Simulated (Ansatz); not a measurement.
Reaction (formal hydrolysis of the Si–N bond): `N[SiH](O)N[SiH3]` + H₂O → `O[SiH](O)N[SiH3]` + NH₃

Calculated with Ansatz (gas phase, PBE0-D4/def2-TZVP geometries, no zero-point term in ΔE). CCSD(T)/CBS adds triple-zeta CCSD(T) − MP2 to the extrapolated MP2 energy (def2 sets, frozen cores). This one scheme is used for every species. DFT in def2-TZVPP. B3LYP here is the variant with VWN-RPA as its local correlation; programs differ in this. Each species was taken in one conformer, which may not be the lowest.

```json
{"level": "PBE-D4", "ΔE (kJ/mol)": "-45.8", "difference from CCSD(T)/CBS": "1.9"}
{"level": "r2SCAN-D4", "ΔE (kJ/mol)": "-51.4", "difference from CCSD(T)/CBS": "-3.7"}
{"level": "PBE0-D4", "ΔE (kJ/mol)": "-46.3", "difference from CCSD(T)/CBS": "1.4"}
{"level": "B3LYP-D4", "ΔE (kJ/mol)": "-49.7", "difference from CCSD(T)/CBS": "-2.0"}
{"level": "ωB97X-V", "ΔE (kJ/mol)": "-50.1", "difference from CCSD(T)/CBS": "-2.4"}
{"level": "ωB97M-V", "ΔE (kJ/mol)": "-49.6", "difference from CCSD(T)/CBS": "-1.9"}
{"level": "B2PLYP", "ΔE (kJ/mol)": "-52.3", "difference from CCSD(T)/CBS": "-4.6"}
{"level": "PBE", "ΔE (kJ/mol)": "-47.9", "difference from CCSD(T)/CBS": "-0.2"}
{"level": "r2SCAN", "ΔE (kJ/mol)": "-52.0", "difference from CCSD(T)/CBS": "-4.3"}
{"level": "PBE0", "ΔE (kJ/mol)": "-48.1", "difference from CCSD(T)/CBS": "-0.4"}
{"level": "B3LYP", "ΔE (kJ/mol)": "-53.0", "difference from CCSD(T)/CBS": "-5.3"}
{"level": "HF/def2-TZVPP", "ΔE (kJ/mol)": "-57.6", "difference from CCSD(T)/CBS": "-9.9"}
{"level": "MP2/def2-TZVPP", "ΔE (kJ/mol)": "-49.1", "difference from CCSD(T)/CBS": "-1.4"}
{"level": "SCS-MP2/def2-TZVPP", "ΔE (kJ/mol)": "-51.1", "difference from CCSD(T)/CBS": "-3.4"}
{"level": "CCSD/def2-TZVPP", "ΔE (kJ/mol)": "-50.8", "difference from CCSD(T)/CBS": "-3.1"}
{"level": "CCSD(T)/def2-TZVPP", "ΔE (kJ/mol)": "-49.9", "difference from CCSD(T)/CBS": "-2.2"}
{"level": "HF/def2-QZVPP", "ΔE (kJ/mol)": "-57.5", "difference from CCSD(T)/CBS": "-9.8"}
{"level": "MP2/def2-QZVPP", "ΔE (kJ/mol)": "-47.9", "difference from CCSD(T)/CBS": "-0.2"}
{"level": "SCS-MP2/def2-QZVPP", "ΔE (kJ/mol)": "-49.8", "difference from CCSD(T)/CBS": "-2.1"}
{"level": "HF/CBS(def2)", "ΔE (kJ/mol)": "-57.5", "difference from CCSD(T)/CBS": "-9.8"}
{"level": "MP2/CBS(def2)", "ΔE (kJ/mol)": "-47.0", "difference from CCSD(T)/CBS": "0.7"}
{"level": "CCSD/CBS(def2)", "ΔE (kJ/mol)": "-48.6", "difference from CCSD(T)/CBS": "-0.9"}
{"level": "CCSD(T)/CBS", "ΔE (kJ/mol)": "-47.7", "difference from CCSD(T)/CBS": "0"}
```

Largest T1 diagnostic among the species: 0.011.

In def2-TZVPP, CCSD(T) changes the Hartree–Fock value by +7.7 kJ/mol (the triples alone add +0.9 kJ/mol) and MP2 by +8.4 kJ/mol. The D4 term adds +3.3 kJ/mol with B3LYP and +1.8 kJ/mol with PBE0; it sums over pairs of atoms, weighted by their polarisabilities, and B3LYP, whose exchange is more repulsive, gets the larger term.

CCSD(T)/CBS has its own doubt, a few kJ/mol and more with outer-core shells, so smaller differences from it don't rank the levels.
